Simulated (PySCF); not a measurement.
# Polarisability and C₆ of Gd⁴⁸⁺ (gadolinium, charge +48)

[Ne] 3s2 3p4, high-spin 3P determinant. Calculation: PySCF 2.14, in an even-tempered Gaussian basis (16 s from 10 bohr⁻², ratio 2.5; 10 p from 13 bohr⁻², ratio 2.5; 4 d from 56 bohr⁻², ratio 2.7; 4 f from 83 bohr⁻², ratio 2.7); the non-relativistic Hamiltonian (point nucleus). Coupled (time-dependent) response in atomic units; α is the mean over directions.

| method | mean α (bohr³) | α xx, yy, zz | C₆ (like pair) | S(−4) |
| --- | --- | --- | --- | --- |
| UHF | 0.006000 | 0.007922, 0.002156, 0.007922 | 0.0002442 | 0.0001637 |
| PBE0 | 0.005923 | 0.007792, 0.002187, 0.007792 | 0.0002377 | 0.0001690 |

S(−4) is the Cauchy moment in α(ω) = α(0) + S(−4) ω² + …

Spin-orbit coupling is absent.

α(iu) at PBE0:

| u (hartree) | α(iu) (bohr³) |
| --- | --- |
| 0 | 0.005923 |
| 0.900 | 0.005791 |
| 1.80 | 0.005441 |
| 3.60 | 0.004496 |
| 5.40 | 0.003665 |
| 7.20 | 0.003058 |
| 9.00 | 0.002620 |
| 13.5 | 0.001919 |
| 18.0 | 0.001496 |
| 27.0 | 0.001016 |
| 45.0 | 0.0006223 |

A single London oscillator, α(iu) = α/(1 + u²/ω²), gives C₆ = (3/4) ω α². Matching the computed C₆ needs ω = 4 × 0.0002377 / (3 × 0.005923²) = 9.03 hartree.

For an ion, C₆ is the dispersion term alone; charge-induced terms of lower order in 1/R come first.

The components differ because the open shell of this determinant is not spherical; for a pure term their mean is the scalar polarisability.

A non-relativistic calculation at this Z misses sizeable relativistic shifts. Spin-orbit coupling is strong in this species (close to jj coupling), so the high-spin LS determinant is a model state, not a physical level.
